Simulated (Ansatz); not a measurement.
A nudged elastic band was laid between two geometries of F2H4OSi2 (9 atoms, charge 0, multiplicity 1).

The calculation used RKS r2SCAN-D4/def2-SVP in Ansatz 0.2.0.

```json
{
 "movable images": "7",
 "climbing image": "yes",
 "spring": "5.0 eV/Å²",
 "optimiser": "quadratic models (default)",
 "start path": "through a guess of the saddle point",
 "force threshold": "0.05 eV/Å",
 "iteration limit": "60",
 "end points": "relaxed"
}
```

First end point:

```xyz
9
Properties=species:S:1:pos:R:3
Si 0.152 -0.027 0.242
H 0.580 0.027 1.646
F 1.404 0.304 -0.714
O -1.060 1.015 -0.050
Si -2.379 1.414 -0.997
H -3.602 0.780 -0.429
H -2.522 2.895 -0.982
H -2.168 0.939 -2.395
F -0.328 -1.519 -0.133
```

Last end point:

```xyz
9
Properties=species:S:1:pos:R:3
Si -0.468 -0.529 1.001
H 0.740 1.009 -0.268
F 1.397 0.329 -0.196
O -0.977 0.940 0.279
Si -2.172 1.313 -0.856
H -3.387 0.491 -0.598
H -2.491 2.759 -0.711
H -1.665 1.054 -2.234
F -0.899 -1.538 -0.229
```

Q: Which bonds break or form, and what moves?

A: Bonds broken: Si1–H2, Si1–F3. Bonds formed: H2–F3. F2H4OSi2 becomes FH + FH3OSi2.

Q: Give the energies along the band, and the barrier.

A: It converged. The highest image is number 4 of 0 to 8, 82.3 kcal/mol above the first end and 16.0 kcal/mol above the last; the last end lies 66.3 kcal/mol above the first. Neighbouring images differ by up to 2.1 eV, so the band resolves the path poorly. A vibrational analysis at the climbing image gives one clearly imaginary mode, 1114i cm⁻¹: a first-order saddle point. The orbitals stay closed-shell, which can raise the energy where a bond breaks towards radicals; this wasn't checked here.

```csv
image,path coordinate (Å),energy (kcal/mol),Si1–H2 (Å),Si1–F3 (Å),H2–F3 (Å)
0,0.00,0.0,1.47,1.61,2.52
1,0.59,0.0,1.47,1.61,2.52
2,1.18,1.6,1.46,1.61,2.40
3,1.78,34.4,1.47,1.66,1.80
4,2.38,82.3,1.65,1.95,1.18
5,3.19,69.1,2.56,2.43,0.93
6,4.00,68.4,2.85,2.49,0.93
7,4.82,67.8,2.77,2.50,0.93
8,5.63,66.3,2.33,2.38,0.95
```

Q: What is the geometry of the highest image?

A: 
```xyz
9
Properties=species:S:1:pos:R:3
Si -0.232 -0.130 0.678
H 1.372 0.173 0.885
F 1.391 0.350 -0.287
O -1.287 1.033 0.206
Si -2.388 1.380 -1.017
H -3.669 0.673 -0.740
H -2.608 2.851 -1.016
H -1.848 0.943 -2.335
F -0.653 -1.446 -0.186
```

Time of the run: 5.1 min on 4 threads of Arm Neoverse V1 (shared host), peak memory 0.18 GiB.
